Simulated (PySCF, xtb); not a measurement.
Te(Cl)(SH) (ClHSTe), SMILES [Te](Cl)S.

GFN2-xTB (xtb 6.7.1) at its own geometry gives an orbital gap of 3.24 eV and a dipole moment of 2.18 D.

Geometry: B3LYP-D3(BJ)/def2-TZVP. The def2 effective core potentials stand for the cores of Te; spin–orbit coupling is left out. Other conformers were not sampled.

**Question.** What does B3LYP/def2-TZVPD run with PySCF give? (The exact figures need the calculation; the answer reports its results.)

**Answer.** gap 3.70 eV (levels -6.52 and -2.82 eV), dipole 2.06 D.
